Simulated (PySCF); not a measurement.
r2SCAN on B⁻ (boron, charge -1), [He] 2s2 2p2, high-spin 3P determinant. All numbers are calculated (PySCF 2.14, scalar relativity by spin-free X2C-1e, in aug-cc-pVTZ-DK (5s4p3d2f, 46 functions)).

```
cycle= 1 E= -24.6647345607556  delta_E= -0.00411  |g|= 0.00954  |ddm|= 0.232
cycle= 2 E= -24.6648667473906  delta_E= -0.000132  |g|= 0.00291  |ddm|= 0.0385
cycle= 3 E= -24.6648576744967  delta_E= 9.07e-06  |g|= 0.0038  |ddm|= 0.0262
cycle= 4 E= -24.6648794733098  delta_E= -2.18e-05  |g|= 0.000484  |ddm|= 0.0162
cycle= 5 E= -24.6648798303364  delta_E= -3.57e-07  |g|= 3.85e-05  |ddm|= 0.0021
cycle= 6 E= -24.664879834152  delta_E= -3.82e-09  |g|= 9.93e-06  |ddm|= 0.000285
cycle= 7 E= -24.6648798343516  delta_E= -2e-10  |g|= 7.25e-07  |ddm|= 4.54e-05
converged SCF energy = -24.6648798343516  <S^2> = 2.0071457  2S+1 = 3.00476
```

Highest occupied orbital energy: 1.729 eV; ⟨L²⟩ = 2.02; populations by l: s 4.00, p 2.00, d 0.00, f 0.00.

**Question.** Can this result be used?

**Answer.** With care. The run converged. At r2SCAN the highest occupied level has a positive energy, so only the finite basis holds that electron; in a semilocal or global hybrid functional this comes from self-interaction and does not mean that the real anion is unbound.
